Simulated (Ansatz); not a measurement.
C₄H₁₂Ge, singlet, geometry from GFN2-xTB; B3LYP/STO-3G (Ansatz, a first-principles code).

Ansatz was given this input:
Ansatz 0.2 input:
```yaml
crystal:
  periodic: [false, false, false]
  atoms:
    - {symbol: Ge, position_ang: [0.46067749, 1.06204801, 0.12669895]}
    - {symbol: C, position_ang: [-0.33250695, -0.76656304, -0.09144853]}
    - {symbol: C, position_ang: [-0.54526840, -1.38912251, 1.28414072]}
    - {symbol: C, position_ang: [0.62092744, -1.63364519, -0.90644850]}
    - {symbol: C, position_ang: [-1.66922811, -0.65105376, -0.81596744]}
    - {symbol: H, position_ang: [1.77325686, 1.02052520, 0.84917919]}
    - {symbol: H, position_ang: [0.71116687, 1.72497062, -1.19404141]}
    - {symbol: H, position_ang: [-0.43786689, 1.97264572, 0.90772151]}
    - {symbol: H, position_ang: [-0.97730640, -2.38574086, 1.19286179]}
    - {symbol: H, position_ang: [0.40123205, -1.47487690, 1.81709018]}
    - {symbol: H, position_ang: [-1.22068345, -0.77771783, 1.88185265]}
    - {symbol: H, position_ang: [1.58399317, -1.72153951, -0.40441293]}
    - {symbol: H, position_ang: [0.78683792, -1.19965205, -1.89203244]}
    - {symbol: H, position_ang: [0.21215454, -2.63544972, -1.03884633]}
    - {symbol: H, position_ang: [-1.53507939, -0.20214585, -1.79970853]}
    - {symbol: H, position_ang: [-2.36130886, -0.03026137, -0.24773062]}
    - {symbol: H, position_ang: [-2.12162005, -1.63398667, -0.94795695]}
basis:
  gaussian:
    orbitals: STO-3G
hamiltonian:
  xc: b3lyp
```

Task: Predict the main parts of the log of this Ansatz run.

Result: 
```
Functional definition: B3LYP
639 factors; integrals over basis functions are off by at most 2.8e-5 eV
mean field evaluation 1: about -60158.3987 eV, gradient 2.4e1 eV
mean field evaluation 2: about -60159.3991 eV, gradient 1.4e1 eV
mean field evaluation 4: about -60160.0819 eV, gradient 6.6e-1 eV
mean field evaluation 8: about -60160.0185 eV, gradient 7.4e-3 eV
mean field -60160.01851418 eV, -2210.8399024709 hartree, gradient 1.5e-5 eV, S^2 0.000000; 0 other end points of the search recorded, 0 dependent functions left out
reference -60160.01872682 eV, -2210.8399102854 hartree; 34, 34 occupied and 16, 16 virtual orbitals, 639 factors
Total energy: -60160.01872682 eV, -2210.8399102854 hartree
```
